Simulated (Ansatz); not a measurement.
Z-matrix (Å, degrees):
```
C
N 1 1.448
H 1 1.094 2 111.2
H 1 1.094 2 111.2 3 -120.7
H 1 1.089 2 109.0 3 119.6
B 2 1.381 1 126.6 3 -119.8
H 2 1.009 1 113.4 3 60.3
Sn 6 2.246 2 119.7 1 -180.0
H 6 1.199 2 118.1 1 0.0
H 8 1.712 6 113.1 2 119.1
H 8 1.720 6 110.9 2 -0.4
H 8 1.712 6 113.2 2 -120.0
```

Total charge 0; spin multiplicity 1. Sn: def2 effective core potential.

List the ωB97M-V/def2-TZVPP orbital energies in eV (Ansatz 0.2.0). (Estimate.)

Computed: Occupied: -395.29, -282.45, -187.78, -142.17, -96.74, -96.73, -96.69, -30.36, -30.35, -30.27, -30.21, -30.21, -28.23, -22.08, -18.13, -16.88, -15.57, -15.10, -13.82, -13.04, -11.03, -10.77, -10.43, -9.54. Lowest empty: 1.25, 1.91, 2.22, 2.62, 2.94, 2.98, 3.39, 3.77.
